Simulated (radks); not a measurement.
Results of a calculation; reference values are marked as such.
Spherical quantum dot in the effective-mass picture: electrons in a hard-walled sphere of radius 2.74, with a point charge +2 (a donor) at the centre, all in effective atomic units (hartree* = m*/eps^2 hartree, bohr* = eps/m* bohr), one dielectric constant everywhere. Level of theory: non-relativistic Kohn-Sham, PBEsol, spin-polarised, spherical densities (a radial shooting solver with Libxc functionals). Levels are named by radial order and angular momentum (1s, 1p, 1d, 2s, ...), and open shells are averaged over m. Results are scaled to m* = 0.073 and eps = 15.7, for which hartree* = 8.059 meV and bohr* = 11.38 nm. Each electron was tried in the lowest free levels, single moves between levels near the top were tried too, and the lowest total energy was kept; such a search can miss a lower state. At N = 1 the Hartree and exchange-correlation terms need not cancel, so that row can carry a self-interaction error.

N,open shells,2S,E (meV),mu = E(N) - E(N-1) (meV),addition energy mu(N+1) - mu(N) (meV),e(HOMO) (meV),rms radius (nm)
1,"1s(up 1, down 0)",1,-15.8034,-15.803,9.099,-12.148,9.664
2,none,0,-22.5076,-6.7042,16.07,-3.7779,11.11
3,"1p(up 1, down 0)",1,-13.1459,9.3616,3.736,11.162,14.26
4,"1p(up 2, down 0)",2,-0.0484783,13.097,3.946,15.058,15.74
5,"1p(up 3, down 0)",3,16.9945,17.043,5.280,19.033,16.66
6,"1p(up 3, down 1)",2,39.3172,22.323,3.623,24.088,17.35
7,"1p(up 3, down 2)",1,65.2633,25.946,3.785,27.826,17.87
8,none,0,94.9946,29.731,7.432,31.643,18.29
9,"2s(up 1, down 0)",1,132.158,37.164,5.201,39.290,18.59
10,none,0,174.523,42.364,5.374,44.690,18.76
11,"1d(up 1, down 0)",1,222.261,47.739,3.617,49.544,19.12
12,"1d(up 2, down 0)",2,273.617,51.356,3.633,53.171,19.43
13,"1d(up 3, down 0)",3,328.606,54.989,3.642,56.809,19.70
14,"1d(up 4, down 0)",4,387.237,58.631,3.646,60.506,19.93
15,"1d(up 5, down 0)",5,449.514,62.277,4.643,64.428,20.14
16,"1d(up 5, down 1)",4,516.434,66.920,3.551,68.692,20.33
17,"1d(up 5, down 2)",3,586.906,70.471,3.570,72.254,20.51
18,"1d(up 5, down 3)",2,660.947,74.041,3.580,75.830,20.66
19,"1d(up 5, down 4)",1,738.568,77.621,3.587,79.624,20.81
20,none,0,819.776,81.208,10.66,83.434,20.94
21,"1f(up 1, down 0)",1,911.647,91.871,3.505,93.622,21.10
22,"1f(up 2, down 0)",2,1007.02,95.375,3.510,97.130,21.24
23,"1f(up 3, down 0)",3,1105.91,98.885,3.513,100.64,21.37
24,"1f(up 4, down 0)",4,1208.31,102.40,3.516,104.16,21.49
25,"1f(up 5, down 0)",5,1314.22,105.91,3.517,107.67,21.60
26,"1f(up 6, down 0)",6,1423.65,109.43,3.517,111.19,21.70
27,"1f(up 7, down 0)",7,1536.60,112.95,-,114.71,21.80

All shells are closed at N = 2, 8, 10, 20 (there: 1s2 1p6 1d10 2s2); the second difference of the energy has clear peaks (12 % above both neighbours; the first and last values, which can be the largest, are not judged, and half-filled shells can peak too) at N = 2, 5, 8, 15, 20.
